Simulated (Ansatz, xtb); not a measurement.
## Relative energy of two structures of H4O5W

We compare a, a singlet given by its coordinates, with b, a triplet given by its coordinates. Both are isolated molecules in the gas phase, relaxed with PBE0-D4/def2-SVP.

a (Å):

```xyz
10

O     1.3730   -0.7750    0.8973
O     1.7143   -0.9241   -0.4767
O    -0.9903   -1.4320   -0.0878
O    -1.3491    0.7095    1.6556
O     0.6341    1.8521    0.1293
W    -0.2410    0.2307    0.4689
H     1.3713   -1.8155   -0.6701
H    -1.7632   -1.5624   -0.6441
H    -0.9424    0.6392   -1.0324
H     0.9506    2.2764   -0.6729
```

Close contacts (Å): O1–O2 1.42, O1–W6 1.95, O2–W6 2.46, O3–W6 1.91, O4–W6 1.69, O5–W6 1.87, O2–H7 0.97, O3–H8 0.96, O5–H10 0.96, W6–H8 2.60, W6–H9 1.71, W6–H10 2.63.

b (Å):

```tsv
atom	x (Å)	y (Å)	z (Å)
O	1.1775	-0.3308	-0.3297
O	0.1880	1.8248	1.4658
O	0.0484	2.3015	-1.0822
O	-1.7727	0.1401	-1.2297
O	-1.6840	-0.2675	0.9266
W	-0.1427	0.6988	-0.0620
H	0.0769	1.4512	2.3484
H	0.3756	3.0580	-0.5727
H	-1.8402	-0.7761	-1.5415
H	-1.7611	-1.2314	0.8639
```

Close contacts (Å): O1–W6 1.70, O2–W6 1.93, O3–W6 1.91, O4–W6 2.08, O5–W6 2.07, O2–H7 0.96, O3–H8 0.97, O4–H9 0.97, O5–H10 0.97, W6–H7 2.53, W6–H8 2.47, W6–H9 2.69, W6–H10 2.68.

Task: Estimate E(b) − E(a) at the level CCSD(T)/def2-SVP + ΔMP2/def2-TZVPP.

Result: Calculated at CCSD(T)/def2-SVP + ΔMP2/def2-TZVPP: E(b) − E(a) = −14.6 kcal/mol, so structure b lies lower.

The same difference at several levels:

```csv
level,geometry,E(b) − E(a) (kcal/mol),departure from the last row (kcal/mol),"job, with rough time for the two"
PBE0-D4/def2-SVP,PBE0-D4/def2-SVP,−19.7,−5.1,"optimisation, 4.4 min"
HF/def2-SVP,PBE0-D4/def2-SVP,−51.1,−36.5,part of the CCSD(T) run
MP2/def2-SVP,PBE0-D4/def2-SVP,−2.6,+12.1,part of the CCSD(T) run
CCSD(T)/def2-SVP,PBE0-D4/def2-SVP,−15.1,−0.5,single point
CCSD(T)/def2-SVP + ΔMP2/def2-TZVPP,PBE0-D4/def2-SVP,−14.6,,"single point, 6.5 min"
```

The levels shown agree on the order. The largest departure from CCSD(T)/def2-SVP + ΔMP2/def2-TZVPP is that of HF/def2-SVP, 36.5 kcal/mol. Levels run at GFN2-xTB geometries aren't shown. The last row adds to CCSD(T) the change of the MP2 difference between the two basis sets, here +0.5 kcal/mol. The triplet state of b needn't be its ground state.

With thermal terms from frequencies at re-optimised GFN2-xTB minima (ideal gas, soft modes damped towards free rotors, one conformer each, 298.15 K, 1 atm): on the last row, ΔE + ΔZPE = −14.7, ΔH = −14.0, ΔG = −15.7 kcal/mol.

The T1 diagnostic of structure a is large, so the coupled-cluster value is less sure. Open shells are spin-unrestricted. The correlated steps freeze 5 core orbitals. Atoms past krypton carry core potentials in the def2 sets and no spin–orbit term is included. ΔG holds the spin degeneracy. Run with Ansatz 0.2.0, xtb 6.7.1; the last row on 2 threads of Arm Neoverse V1 on a shared host.
